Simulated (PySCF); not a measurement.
Magnetic susceptibility: `C#C/C(=C/Cl)[C@H](F)CO`, C$_{6}$H$_{6}$ClFO

Molfile (atoms numbered from 1):
```
C6H6ClFO
     RDKit          3D

 15 14  0  0  0  0  0  0  0  0999 V2000
    2.4540   -1.4350   -0.1535 C   0  0  0  0  0  0  0  0  0  0  0  0
    1.6985   -0.5030   -0.2022 C   0  0  0  0  0  0  0  0  0  0  0  0
    0.7630    0.5572   -0.2010 C   0  0  0  0  0  0  0  0  0  0  0  0
    0.9956    1.6551   -0.9252 C   0  0  0  0  0  0  0  0  0  0  0  0
   -0.0765    2.9885   -1.0122 Cl  0  0  0  0  0  0  0  0  0  0  0  0
   -0.4821    0.3445    0.6187 C   0  0  2  0  0  0  0  0  0  0  0  0
   -0.1543   -0.1933    1.8539 F   0  0  0  0  0  0  0  0  0  0  0  0
   -1.4446   -0.6346   -0.0717 C   0  0  0  0  0  0  0  0  0  0  0  0
   -2.6717   -0.7214    0.5940 O   0  0  0  0  0  0  0  0  0  0  0  0
    3.1294   -2.2371   -0.1240 H   0  0  0  0  0  0  0  0  0  0  0  0
    1.8898    1.7662   -1.5185 H   0  0  0  0  0  0  0  0  0  0  0  0
   -0.9870    1.2949    0.8264 H   0  0  0  0  0  0  0  0  0  0  0  0
   -1.6613   -0.2761   -1.0800 H   0  0  0  0  0  0  0  0  0  0  0  0
   -0.9506   -1.6150   -0.1351 H   0  0  0  0  0  0  0  0  0  0  0  0
   -2.5066   -0.9831    1.5084 H   0  0  0  0  0  0  0  0  0  0  0  0
  1  2  3  0
  2  3  1  0
  3  4  2  0
  4  5  1  0
  3  6  1  0
  6  7  1  0
  6  8  1  0
  8  9  1  0
  1 10  1  0
  4 11  1  0
  6 12  1  1
  8 13  1  0
  8 14  1  0
  9 15  1  0
M  END
```

Computed, not measured: PySCF, GIAO CAM-B3LYP/pcSseg-1 magnetisability, rotational g tensor and spin-rotation constants, non-relativistic, gas phase. Geometry: GFN2-xTB.

Problem. How diamagnetic is it, and how anisotropic?

Solution. Isotropic -1403 × 10⁻³⁰ J/T², or -84.5 × 10⁻⁶ cm³/mol; principal values -1450, -1406, -1355 × 10⁻³⁰ J/T², anisotropy 82 × 10⁻³⁰ J/T² (root of half the summed squared differences of the principal values). The susceptibility is in cgs units.

Problem. Split it along the inertial axes a, b, c into diamagnetic and paramagnetic parts about the centre of mass, with the quadrupole moment.

Solution. 
```csv
axis,χ (10⁻⁶ cm³/mol),diamagnetic (10⁻⁶ cm³/mol),paramagnetic (10⁻⁶ cm³/mol),summed x² of all electrons (Å²),quadrupole Θ (D Å)
a,-82.5,-913.5,831.0,228.5,+2.70
b,-85.0,-1152.1,1067.0,172.3,+1.71
c,-86.0,-1700.6,1614.7,43.0,-4.41
```
Anisotropies 2χaa − χbb − χcc = +5.9 and 2χbb − χaa − χcc = -1.5 × 10⁻⁶ cm³/mol. Θ is traceless in Buckingham's convention.

Problem. And the rotational g tensor?

Solution. 
| axis | rotational constant (GHz) | g | nuclear part | electronic part |
| --- | --- | --- | --- | --- |
| a | 1.4292 | -0.0154 | 0.5425 | -0.5579 |
| b | 1.0533 | -0.0098 | 0.5182 | -0.5280 |
| c | 0.7021 | -0.0051 | 0.5275 | -0.5326 |

Asymmetric top; isotopes 12C, 35Cl, 19F, 1H, 16O; no vibrational averaging.
